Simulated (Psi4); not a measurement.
tert-butylarsine (C₄H₁₁As), singlet, at a GFN2-xTB geometry; CAM-B3LYP/3-21G (Psi4 1.11).

Input for Psi4:
```
memory 2 GB

molecule mol {
0 1
  C    -0.833161    1.276581    1.243048
  C    -0.733443    0.023515    0.382388
  C    -0.870086   -1.218516    1.259273
  C    -1.837038    0.031185   -0.672247
  As    1.042496   -0.079695   -0.573454
  H    -1.796916    1.318046    1.752348
  H    -0.733185    2.173158    0.630401
  H    -0.047782    1.287334    1.999518
  H    -0.797860   -2.124037    0.653878
  H    -1.830961   -1.228024    1.774634
  H    -0.078283   -1.244201    2.009854
  H    -1.774793   -0.861438   -1.297578
  H    -1.743177    0.907529   -1.315828
  H    -2.822195    0.053059   -0.205390
  H     1.023616    1.364497   -0.993214
  H     1.841532    0.307412    0.640603
}

set basis 3-21g
set reference rks
set dft_pruning_scheme treutler

energy('cam-b3lyp')
print_variables()
```

It wrote (shortened):

```
   => Loading Basis Set <=

    Name: 3-21G
    Role: ORBITAL
    Keyword: BASIS

         ---------------------------------------------------------
                                   SCF
               by Justin Turney, Rob Parrish, Andy Simmonett
                          and Daniel G. A. Smith
                              RKS Reference
         ---------------------------------------------------------

  ==> Geometry <==

    Molecular point group: c1
    Full point group: C1

    Geometry (in Angstrom), charge = 0, multiplicity = 1:

       Center              X                  Y                   Z               Mass
    ------------   -----------------  -----------------  -----------------  -----------------
         C           -0.967423280281     1.296349096643     1.323051724586    12.000000000000
         C           -0.867705280281     0.043283096643     0.462391724586    12.000000000000
         C           -1.004348280281    -1.198747903357     1.339276724586    12.000000000000
         C           -1.971300280281     0.050953096643    -0.592243275414    12.000000000000
         AS           0.908233719719    -0.059926903357    -0.493450275414    74.921594570000
         H           -1.931178280281     1.337814096643     1.832351724586     1.007825032230
         H           -0.867447280281     2.192926096643     0.710404724586     1.007825032230
         H           -0.182044280281     1.307102096643     2.079521724586     1.007825032230
         H           -0.932122280281    -2.104268903357     0.733881724586     1.007825032230
         H           -1.965223280281    -1.208255903357     1.854637724586     1.007825032230
         H           -0.212545280281    -1.224432903357     2.089857724586     1.007825032230
         H           -1.909055280281    -0.841669903357    -1.217574275414     1.007825032230
         H           -1.877439280281     0.927297096643    -1.235824275414     1.007825032230
         H           -2.956457280281     0.072827096643    -0.125386275414     1.007825032230
         H            0.889353719719     1.384265096643    -0.913210275414     1.007825032230
         H            1.707269719719     0.327180096643     0.720606724586     1.007825032230

  Running in c1 symmetry.

  Rotational constants: A =      0.14796  B =      0.06515  C =      0.06514 [cm^-1]
  Rotational constants: A =   4435.79328  B =   1953.20727  C =   1952.82554 [MHz]
  Nuclear repulsion =  368.478218921582766

  Charge       = 0
  Multiplicity = 1
  Electrons    = 68
  Nalpha       = 34
  Nbeta        = 34

  ==> Algorithm <==

  SCF Algorithm Type is DF.
  DIIS enabled.
  MOM disabled.
  Fractional occupation disabled.
  Guess Type is SAD.
  Energy threshold   = 1.00e-06
  Density threshold  = 1.00e-06
  Integral threshold = 1.00e-12

  ==> Primary Basis <==

  Basis Set: 3-21G
    Blend: 3-21G
    Number of shells: 52
    Number of basis functions: 81
    Number of Cartesian functions: 81
    Spherical Harmonics?: false
    Max angular momentum: 2

  ==> DFT Potential <==

   => LibXC <=

    Version 7.1.2
    S. Lehtola, C. Steigemann, M. J. T. Oliveira, and M. A. L. Marques,  SoftwareX 7, 1–5 (2018) (10.1016/j.softx.2017.11.002)

   => Composite Functional: CAM-B3LYP <=

    CAM-B3LYP Hyb-GGA Exchange-Correlation Functional

    T. Yanai, D. P. Tew, and N. C. Handy,  Chem. Phys. Lett. 393, 51 (2004) (10.1016/j.cplett.2004.06.011)

    Deriv               =              1
    GGA                 =           TRUE
    Meta                =          FALSE

    Exchange Hybrid     =           TRUE
    MP2 Hybrid          =          FALSE

   => Exchange Functionals <=

    0.3500         Becke 88 [omega = 0.3300]
    0.4600   Short-range recipe for B88 functional - erf [omega = 0.3300]

   => Exact (HF) Exchange <=

    0.4600            HF,LR [omega = 0.3300]
    0.1900               HF

   => Correlation Functionals <=

    0.1900   Vosko, Wilk & Nusair (VWN5)
    0.8100   Lee, Yang & Parr

[...]

  SCF_SUBTYPE=INCORE selected. In-core MEM_DF algorithm will be used.
  Using in-core AOs.

  ==> MemDFJK: Density-Fitted J/K Matrices <==

    J tasked:                   Yes
    K tasked:                   Yes
    wK tasked:                  Yes
    Omega:                3.300E-01
    Algorithm:                 Core
    Schwarz Cutoff:           1E-12
    Mask sparsity (%):       3.3227
    Fitting Condition:        1E-10

   => Auxiliary Basis Set <=

  Basis Set: (3-21G AUX)
    Blend: DEF2-UNIVERSAL-JKFIT
    Number of shells: 226
    Number of basis functions: 947
    Number of Cartesian functions: 947
    Spherical Harmonics?: false
    Max angular momentum: 5

  Minimum eigenvalue in the overlap matrix is 7.1668888344E-03.
  Reciprocal condition number of the overlap matrix is 1.4526107422E-03.
    Using symmetric orthogonalization.

  ==> Pre-Iterations <==

  SCF Guess: Superposition of Atomic Densities via on-the-fly atomic UHF (no occupation information).

   -------------------------
    Irrep   Nso     Nmo
   -------------------------
     A         81      81
   -------------------------
    Total      81      81
   -------------------------

  ==> Iterations <==

                           Total Energy        Delta E     RMS |[F,P]|

   @DF-RKS iter SAD: -2379.66089734959769   -2.37966e+03   0.00000e+00
   @DF-RKS iter   1: -2382.74431068033346   -3.08341e+00   1.35325e-02 ADIIS/DIIS
   @DF-RKS iter   2: -2383.11029305096372   -3.65982e-01   7.41957e-03 ADIIS/DIIS
   @DF-RKS iter   3: -2383.31580488254940   -2.05512e-01   1.25571e-03 ADIIS/DIIS
   @DF-RKS iter   4: -2383.32087180808230   -5.06693e-03   3.13564e-04 ADIIS/DIIS
   @DF-RKS iter   5: -2383.32123355650538   -3.61748e-04   6.73992e-05 DIIS
   @DF-RKS iter   6: -2383.32124752470600   -1.39682e-05   2.13341e-05 DIIS
   @DF-RKS iter   7: -2383.32124935936099   -1.83465e-06   2.58016e-06 DIIS
   @DF-RKS iter   8: -2383.32124939677988   -3.74189e-08   3.54543e-07 DIIS
  Energy and wave function converged.

  ==> Post-Iterations <==

   Electrons on quadrature grid:
      Ntotal   =   67.9990028493 ; deviation = -9.972e-04

    Orbital Energies [Eh]
    ---------------------

    Doubly Occupied:

[...]
      34A     -0.295416

    Virtual:

[...]
    Final Occupation by Irrep:
              A
    DOCC [    34 ]
    NA   [    34 ]
    NB   [    34 ]

  @DF-RKS Final Energy: -2383.32124939677988

   => Energetics <=

    Nuclear Repulsion Energy =            368.4782189215827657
    One-Electron Energy =               -4049.6209840149913362
    Two-Electron Energy =                1381.2558824016737162
    DFT Exchange-Correlation Energy =     -83.4343667050451359
    Empirical Dispersion Energy =           0.0000000000000000
    VV10 Nonlocal Energy =                  0.0000000000000000
    Total Energy =                      -2383.3212493967798764

Computation Completed

Properties will be evaluated at   0.000000,   0.000000,   0.000000 [a0]

Properties computed using the SCF density matrix

 Multipole Moments:

 ------------------------------------------------------------------------------------
     Multipole            Electronic (a.u.)      Nuclear  (a.u.)        Total (a.u.)
 ------------------------------------------------------------------------------------

 L = 1.  Multiply by 2.5417464519 to convert [e a0] to [Debye]
 Dipole X            :         16.9329501          -17.2528954           -0.3199452
 Dipole Y            :         -2.3790079            2.5402087            0.1612009
 Dipole Z            :        -10.0161513           10.2806190            0.2644676
 Magnitude           :                                                    0.4453019

 ------------------------------------------------------------------------------------

  Variable Map:
  ----------------------------------------------------------------------------
[...]
  Array Variable Map:
  ----------------------------------------------------------------------------
[...]
[...]
```
